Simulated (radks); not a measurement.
Values are calculated unless marked as measured or tabulated.
K10+, configuration [He] 2s2 2p5 (the NIST ground configuration).

Level of theory: non-relativistic Kohn-Sham, PBE, spin-polarised, spherical densities, point nucleus; open shells are filled with parallel spins first (a radial shooting solver on a logarithmic mesh with Libxc functionals).

Energy parts (Ry):
total: -1105.63218
kinetic: 1104.96862
electron-nucleus: -2435.28186
Hartree: 276.62585
exchange-correlation: -51.94479

Orbitals (lengths in bohr, moments of r in powers of bohr):
orbital,occ.,eigenvalue (Ry),<r^4>,<r^2>
1s up,1,-279.0287,0.0002034,0.008909
1s down,1,-278.8335,0.0002028,0.008897
2s up,1,-44.45770,0.04816,0.1669
2s down,1,-44.10767,0.04883,0.1679
2p up,3,-39.69400,0.03757,0.1368
2p down,2,-39.28648,0.03835,0.1381
3s up,0,-15.81812,1.719,1.082
3s down,0,-15.73840,1.744,1.089
3p up,0,-14.44330,1.803,1.089
3p down,0,-14.35809,1.836,1.099
3d up,0,-12.59254,1.515,0.9547
3d down,0,-12.50591,1.556,0.9678

The highest occupied level is 2p down at -534.52 eV. Virial ratio -V/T = 2.00060.
